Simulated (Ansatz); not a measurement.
Calculated with Ansatz (gas phase, PBE0-D4/def2-TZVP geometries, no zero-point term in ΔE). CBS: MP2 limit from def2 TZ/QZ plus the TZ coupled-cluster correction, frozen cores. Functionals use def2-TZVPP. HSE06 is defined as in plane-wave codes. Elements past krypton have def2 core potentials. For W outer-core shells are correlated without core-valence functions, which leaves a few kJ/mol of doubt a bond. Each species was taken in one conformer, which may not be the lowest.

Consider the redistribution: `F[Si](F)(F)[SiH3]` + `C[O][W]([NH2])(=[S])=[S]` → `N[Si](F)(F)[SiH3]` + `C[O][W]([F])(=[S])=[S]`.

`F[Si](F)(F)[SiH3]`:

Z-matrix (Å, degrees):
```
Si
F 1 1.582
F 1 1.582 2 107.0
F 1 1.582 2 107.0 3 -114.3
Si 1 2.328 2 111.9 3 122.8
H 5 1.484 1 108.7 2 -60.0
H 5 1.484 1 108.7 2 60.0
H 5 1.484 1 108.7 2 -180.0
```

`C[O][W]([NH2])(=[S])=[S]`:

```xyz
11

C    -0.199   -2.146    0.151
O    -0.449   -0.783   -0.084
W     0.463    0.822    0.076
N    -0.691    2.263   -0.475
S     2.181    0.769   -1.183
S     1.021    1.098    2.114
H     0.041   -2.308    1.206
H    -1.096   -2.712   -0.108
H     0.637   -2.488   -0.465
H    -0.677    2.664   -1.401
H    -1.231    2.820    0.170
```

`N[Si](F)(F)[SiH3]`:

```xyz
10

N     0.893   -0.494    1.471
Si   -0.433   -0.563    0.426
F    -1.714   -0.249    1.320
F    -0.709   -2.018   -0.173
Si   -0.221    0.918   -1.365
H     1.840   -0.546    1.134
H     0.818   -0.758    2.440
H     1.115    0.717   -1.992
H    -1.275    0.674   -2.382
H    -0.313    2.319   -0.878
```

`C[O][W]([F])(=[S])=[S]`:

```xyz
9

C    -0.094    0.920   -1.318
O    -0.429   -0.129   -0.444
W    -0.036   -0.935    1.150
F    -1.108   -2.421    1.429
S    -0.314    0.493    2.696
S     2.015   -1.484    1.118
H     0.953    0.826   -1.618
H    -0.251    1.878   -0.817
H    -0.738    0.852   -2.196
```

(1) Is it downhill or uphill in electronic energy at CCSD(T)/CBS, and by how much? (Estimate.)

(2) What do these levels give: LDA (SPW92), PBE-D4, r2SCAN-D4, ωB97X-V, r2SCANh, HSE06? (Estimate.)

Largest T1 diagnostic among the species: 0.022, so the coupled-cluster value is less sure than usual.

Answers

(1) The calculation gave: Uphill: ΔE = +11.4 kcal/mol.

(2) Computed: LDA (SPW92) 8.1, PBE-D4 7.4, r2SCAN-D4 8.0, ωB97X-V 8.3, r2SCANh 8.5, HSE06 8.5 kcal/mol.

From PBE to PBE0 (25 % exact exchange), in def2-TZVPP and without D4, ΔE moves by +1.4 kcal/mol. Leaving LDA and LC-ωPBE aside and taking each functional with its dispersion term where it has one, the values, not all of them listed here, spread over 3.4 kcal/mol, from revPBE-D4 to PBE-QIDH. LDA lies +1.0 kcal/mol from PBE without D4. At CCSD(T), def2-SVP lies −2.7 kcal/mol from the extrapolated value and def2-TZVPP +0.0 kcal/mol.
